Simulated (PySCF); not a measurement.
A GIAO shielding run with PySCF 2.14.0 with density-fitted response routines (density fitting, non-relativistic, gas phase) on SMILES Cl[C@H]1[SiH2]C=C1c1ccco1, C₇H₇ClOSi:

```
$ OMP_NUM_THREADS=1 python probes_run.py task.json out

{"job": {"kind": "nmr", "xc": "PBE0", "basis": "pcSseg-1"}, "charge": 0, "multiplicity": 1}
Cl    -1.621162     0.994188    -2.029718
C     -1.624394     0.808927    -0.249810
Si    -3.013423    -0.331387     0.497081
C     -1.357285    -1.152717     0.836935
C     -0.615768    -0.202899     0.220887
C      0.796400    -0.102250     0.023048
C      1.545040     0.868632    -0.604225
C      2.889500     0.460243    -0.499485
C      2.869490    -0.721708     0.180826
O      1.618203    -1.070568     0.500254
H     -1.467157     1.809431     0.150125
H     -3.740911     0.262237     1.616389
H     -3.887299    -0.917931    -0.510048
H     -0.977661    -2.033374     1.326552
H      1.171537     1.752280    -1.079578
H      3.751403     0.972170    -0.875848
H      3.656490    -1.383243     0.486705
```

Hardware: 1 thread of an Arm Neoverse V1, shared host. The job also computes population analyses, field gradients, ring-centre shieldings.

Q: How large is the calculation?

A: 88 electrons, 219 basis functions and 1178 auxiliary functions.

Q: How long does it take, and how much memory does it need?

A: 58 s of wall time, with 14 SCF cycles and 5 response iterations; peak memory 0.94 GiB. Times on a shared host scatter by some tens of per cent.
